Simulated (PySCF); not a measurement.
CHO2, SMILES O=[C]O, multiplicity 2. Atoms are numbered in the order given.

```xyz
4

O      0.1742     1.1540     0.0000
C     -0.4228     0.1348     0.0000
O      0.0187    -1.1168     0.0000
H      0.9936    -1.1068     0.0000
```
Charge 0, spin multiplicity 2.

Geometry optimised at ωB97X-D3(BJ)/def2-TZVP. The isomer is the one that the SMILES or the coordinates give; other isomers of the formula were not compared. The values are those of a single conformer.

The numbers are results of ωB97X/def2-TZVPD (PySCF), not measurements.

Gas-phase values at a fixed geometry.

Computed frontier levels, dipole moment and polarisability:
```
Property                                                                                                         Value
---------------------------------------------------------------------------------------------  -----------------------
α spin, highest occupied and lowest empty level                                                      -9.68 and 1.52 eV
β spin, highest occupied and lowest empty level                                                    -12.86 and -0.66 eV
dipole moment                                                                                                   1.98 D
quadrupole, principal values (traceless, Buckingham form, about the centre of nuclear charge)    -5.19, 0.73, 4.45 D·Å
mean static polarisability                                                                        21.8 bohr³ (3.23 Å³)
polarisability, principal values                                                                16.5, 22.4, 26.5 bohr³
⟨S²⟩                                                                                           0.754 (pure state 0.75)
```
